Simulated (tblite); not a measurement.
Compound: C3H5ClGeN2.
Bonds: Cl1–C2, C2–C3 (aromatic), C3–C4 (aromatic), C4–N5 (aromatic), N5–N6 (aromatic), N6–Ge7, C2–N6 (aromatic). Hydrogens: H8 on C3; H9 on C4; H10, H11, H12 on Ge7.

Computed with GFN2-xTB (tblite), gas phase: L-BFGS steps from a force-field or distance-geometry start until the largest atomic force falls under 0.01 eV/Å.

Geometry at step 5:
```
atom  x, y, z in Å
Cl1    -0.1096    2.4607   -0.1151
C2     -0.6369    0.8562   -0.0736
C3     -1.9122    0.3574   -0.0724
C4     -1.7099   -1.0244   -0.0048
N5     -0.4238   -1.3212    0.0159
N6      0.2512   -0.1603   -0.0225
Ge7     2.1236   -0.0952    0.0651
H8     -2.8275    0.9100   -0.1016
H9     -2.4751   -1.7739    0.0153
H10     2.6527   -1.4137   -0.3337
H11     2.4994    0.2325    1.4618
H12     2.5692    0.9713   -0.8605
```

Question: Give the atomic forces at this geometry.

Answer: 
| atom | Fx (eV/Å) | Fy (eV/Å) | Fz (eV/Å) |
| --- | --- | --- | --- |
| Cl1 | 0.325 | 0.161 | 0.009 |
| C2 | 0.076 | 0.151 | 0.000 |
| C3 | 0.004 | 0.042 | 0.061 |
| C4 | 0.167 | -0.116 | -0.078 |
| N5 | -0.067 | -0.140 | 0.055 |
| N6 | 0.028 | 0.032 | -0.026 |
| Ge7 | -0.423 | 0.071 | -0.030 |
| H8 | -0.012 | -0.039 | -0.010 |
| H9 | 0.131 | -0.171 | 0.009 |
| H10 | -0.158 | -0.205 | -0.048 |
| H11 | -0.044 | 0.071 | 0.188 |
| H12 | -0.027 | 0.144 | -0.129 |

The largest, 0.43 eV/Å, acts on Ge7; the rms over all components is 0.132 eV/Å. The forces sum to zero within rounding, as they must for an isolated molecule in no field.

Question: Give the force on Ge7 in Eh/bohr and in nN.

Answer: 0.430 eV/Å ÷ 51.422 = 0.00836 Eh/bohr, and 0.430 eV/Å × 1.602 = 0.69 nN.

Question: How far is this geometry from the end of the optimisation?

Answer: 0.085 eV above it, and 0.219 Å rms away after alignment. The bonds farthest from their final lengths, with half the difference of the two atoms' forces along the bond (positive lengthens):

```csv
bond,now (Å),final (Å),force along bond (eV/Å)
N6–Ge7,1.876,1.841,-0.22
Ge7–H12,1.481,1.493,+0.12
Ge7–H11,1.483,1.493,+0.15
Cl1–C2,1.689,1.698,+0.04
Ge7–H10,1.476,1.483,+0.17
C3–C4,1.398,1.405,+0.09
```

The angle farthest from its final value is N6–Ge7–H10, 108.3° against 102.7°.

Of the 3 listed bonds off by 0.010 Å or more, this force points towards the final length in 3.

The cost below is that of the whole relaxation. The run took 0.57 s on one thread of an Arm Neoverse N1, shared host.
